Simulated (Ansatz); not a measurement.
Reaction (formal exchange of groups at the Al–C bond): `C[CH2][AlH][CH2]C` + `OC[SeH]` → `C[CH2][AlH][SeH]` + `CCCO`

Computed with Ansatz on PBE0-D4/def2-TZVP structures; ΔE is electronic, products minus reactants. CBS: MP2 limit from def2 TZ/QZ plus the TZ coupled-cluster correction, frozen cores. DFT in def2-TZVPP. B3LYP here is the variant with VWN-RPA as its local correlation; programs differ in this. For Se outer-core shells are correlated without core-valence functions, which leaves a few kJ/mol of doubt a bond. Scalar relativity is left out up to krypton. One conformer a species, not always the lowest.

| level | ΔE (kJ/mol) | difference from CCSD(T)/CBS |
| --- | --- | --- |
| PBE-D4 | -148.1 | 14.2 |
| r2SCAN-D4 | -157.8 | 4.5 |
| B97M-V | -156.5 | 5.8 |
| B3LYP-D4 | -152.0 | 10.3 |
| BHLYP-D4 | -163.6 | -1.3 |
| CAM-B3LYP-D4 | -156.9 | 5.4 |
| ωB97X-V | -158.1 | 4.2 |
| PBE | -148.9 | 13.4 |
| revPBE | -146.2 | 16.1 |
| B3LYP | -153.2 | 9.1 |
| r2SCANh | -160.8 | 1.5 |
| RPA@PBE/def2-TZVPP | -154.8 | 7.5 |
| MP2/def2-TZVPP | -162.1 | 0.2 |
| HF/def2-QZVPP | -174.4 | -12.1 |
| MP2/CBS(def2) | -164.3 | -2.0 |
| CCSD/CBS(def2) | -164.7 | -2.4 |
| CCSD(T)/CBS | -162.3 | 0 |

Largest T1 diagnostic among the species: 0.010.

Leaving LDA and LC-ωPBE aside and taking each functional with its dispersion term where it has one, the values, not all of them listed here, spread over 22.4 kJ/mol, from PBE-QIDH to BLYP-D4. LDA lies −6.6 kJ/mol from PBE without D4. In def2-TZVPP, CCSD(T) changes the Hartree–Fock value by +15.1 kJ/mol (the triples alone add +2.4 kJ/mol) and MP2 by +13.1 kJ/mol.
